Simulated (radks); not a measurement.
The mean radii <r> (bohr) of the occupied orbitals of an atom or ion are listed with their occupations. All-electron calculation, Dirac Kohn-Sham, PBEsol, spin-unpolarised, spherical densities, point nucleus. Program: a radial shooting solver on a logarithmic mesh with Libxc functionals.

orbital  occ.      <r>
1s1/2       2  0.02112
2s1/2       2  0.08924
2p1/2       2  0.07439
2p3/2       4  0.08145
3s1/2       2   0.2332
3p1/2       2   0.2228
3p3/2       4   0.2359
3d3/2       4   0.2082
3d5/2       6   0.2123
4s1/2       2   0.4975
4p1/2       2   0.5000
4p3/2       4   0.5222
4d3/2       4   0.5234
4d5/2       2   0.5299

Name the element and its charge. Open shells, if any, fill j = l - 1/2 first.

Answer. Z = 66, dysprosium, charge +24: Dy24+ in [Kr] 4d6. The 1s radius gives Z: for a bare nucleus <r> = (2 gamma + 1)/(2Z) with gamma = sqrt(1 - (Z/c)^2), 0.02085 bohr for Z = 66, and screening makes it slightly larger (0.02112 here). The occupations add up to 42, and the charge is Z minus that.
